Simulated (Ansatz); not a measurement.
Single points on Hf2B2.

```yaml
crystal:
  periodic: [false, false, false]
  atoms:
    - {symbol: Hf, position_ang: [0.381234, -0.906760, -1.157957]}
    - {symbol: Hf, position_ang: [-1.438112, -0.174711, 0.458173]}
    - {symbol: B, position_ang: [0.763609, -0.026704, 0.871655]}
    - {symbol: B, position_ang: [0.293269, 1.108165, -0.171881]}
basis:
  gaussian: {orbitals: def2-TZVP, initial_orbitals: start.molden}
hamiltonian: {xc: {name: LC-wPBE}}
scf: {omitted_lower_state_checks: [starts]}
output: {orbitals: {seedname: orbitals}}
```

The file start.molden holds the orbitals of an earlier run on this structure, at another level or in another basis.

```sh
$ ansatz run in.yaml --threads 4 --pin off --events-out ev --progress --plain --max-ram 3916MiB
```

Shortened log:

```
Functional definition: LC-wPBE
1028 factors; their error is unknown
372 factors; integrals over basis functions are off by at most 2.2e-5 eV
mean field evaluation 1: about -3955.6596 eV, gradient 6.4e0 eV
mean field evaluation 2: about -3955.9335 eV, gradient 5.1e-1 eV
mean field evaluation 4: about -3955.9271 eV, gradient 1.5e-1 eV
mean field evaluation 8: about -3955.9272 eV, gradient 2.3e-5 eV
mean field evaluation 16: about -3955.9272 eV, gradient 4.0e-5 eV
mean field -3955.92715922 eV, -145.3776416776 hartree, gradient 3.9e-5 eV, S^2 0.000000; 0 other end points of the search recorded, 0 dependent functions left out
reference -3955.92715922 eV, -145.3776416778 hartree; 17, 17 occupied and 125, 125 virtual orbitals, 1028 factors
Total energy: -3955.92715922 eV, -145.3776416778 hartree
Checks for a lower state left out: starts
```

Hardware: 4 threads of Arm Neoverse V1 on a shared host. Wall time 6 s.

As the first input, with `hamiltonian: {xc: pbe, dispersion: d4}`, `output: {forces: true, orbitals: {seedname: orbitals}}` (abridged; 1.9 s):

```
Functional definition: PBE
mean field -3958.53755433 eV, -145.4735719284 hartree, gradient 1.9e-5 eV, S^2 0.000000
Total energy: -3958.65501698 eV, -145.4778886013 hartree
Atom 0 force     0.159215    -0.069696    -0.147532 eV/Å
Atom 1 force    -0.166022     0.061990     0.142272 eV/Å
Atom 2 force     0.036140    -0.075214     0.075300 eV/Å
Atom 3 force    -0.029333     0.082921    -0.070039 eV/Å
Dipole moment:    -0.676792    -0.692563    -0.448149 e Å
Checks for a lower state left out: starts
```

The first input with `hamiltonian: {xc: {name: B2PLYP}}` and without the key `output` (abridged; 3.8 s):

```
Functional definition: B2PLYP
mean field -3943.14944198 eV, -144.9080692302 hartree, gradient 2.5e-6 eV, S^2 0.000000; unrestricted orbitals would lower it
2 core orbitals not correlated: weight in the atoms' cores, before any rotation towards them, 1.000 or more for the frozen orbitals, at most 0.000 for the correlated occupied ones
second order -31.94819970 eV of doubles, -0.00000000 eV of singles
Total energy: -3951.77557768 eV, -145.2250738700 hartree
Checks for a lower state left out: starts
```

First input, but with `hamiltonian: {xc: {name: PBE-QIDH}}` and without the key `output` (abridged; 4.3 s):

```
Functional definition: PBE-QIDH
mean field -3941.41404325 eV, -144.8442945029 hartree, gradient 5.2e-6 eV, S^2 0.000000; unrestricted orbitals would lower it
2 core orbitals not correlated: weight in the atoms' cores, before any rotation towards them, 1.000 or more for the frozen orbitals, at most 0.000 for the correlated occupied ones
second order -28.65506391 eV of doubles, -0.00000000 eV of singles
Total energy: -3950.96574165 eV, -145.1953129450 hartree
Checks for a lower state left out: starts
```

As the first input, with `hamiltonian: {xc: pbe}`, `correlation: {method: rpa}` and without the key `output` (abridged; 7 s):

```
Functional definition: PBE
mean field -3958.53754024 eV, -145.4735714106 hartree, gradient 6.8e-7 eV, S^2 0.000000; unrestricted orbitals would lower it
mean field evaluation 16: about -3918.0032 eV, gradient 1.0e0 eV
2 core orbitals not correlated: weight in the atoms' cores, before any rotation towards them, 1.000 or more for the frozen orbitals, at most 0.000 for the correlated occupied ones
Total energy: -3949.24911536 eV, -145.1322280923 hartree
Checks for a lower state left out: starts
```

First input, but with `hamiltonian: {xc: {text: "exchange = 0.50*pbe_x + 0.50*exact_x\ncorrelation = pbe_c"}}` (abridged; 3.5 s):

```
Functional definition: unnamed
mean field -3953.81074713 eV, -145.2998649677 hartree, gradient 2.2e-5 eV, S^2 0.000000
Total energy: -3953.81076447 eV, -145.2998656052 hartree
Checks for a lower state left out: starts
```

The first input with `hamiltonian: {xc: pbe0, dispersion: d4}` (abridged; 1.9 s):

```
Functional definition: PBE0
mean field -3956.07553001 eV, -145.3830942036 hartree, gradient 6.5e-5 eV, S^2 0.000000
Total energy: -3956.17423300 eV, -145.3867214715 hartree
Checks for a lower state left out: starts
```

Geometry: r2SCAN-D4/def2-TZVP.

In the def2 sets Hf takes a core potential; there is no spin–orbit coupling. LC-ωPBE has ω = 0.4 bohr⁻¹. Correlated methods freeze 2 core orbitals; core or outer-core shells of Hf are correlated, in sets that lack core-valence functions. The restricted singlet is unstable towards broken spin symmetry at other levels; at LC-ωPBE/def2-TZVP, PBE with 50 % exact exchange/def2-TZVP this wasn't settled. At PBE-D4/def2-TZVP, B2PLYP/def2-TZVP, PBE-QIDH/def2-TZVP, RPA@PBE/def2-TZVP and others the restricted singlet (for correlated methods, its reference) is unstable: a solution with broken spin symmetry lies lower. The geometry of the singlet was relaxed on an unsound state (restricted singlet, unstable towards broken spin symmetry). The order of the spin states hangs on the level: the triplet lies 0.24 eV below the singlet at LC-ωPBE/def2-TZVP, but 0.08 eV above it at PBE-D4/def2-TZVP. The singlet is doubtful at LC-ωPBE/def2-TZVP (restricted singlet, unstable towards broken spin symmetry at other levels and untested here). The triplet is doubtful at LC-ωPBE/def2-TZVP (⟨S²⟩ 2.34, where a pure state has 2.00). The singlet is doubtful at PBE-D4/def2-TZVP (restricted singlet, unstable towards broken spin symmetry). The structure comes from a short search, and lower isomers may exist.
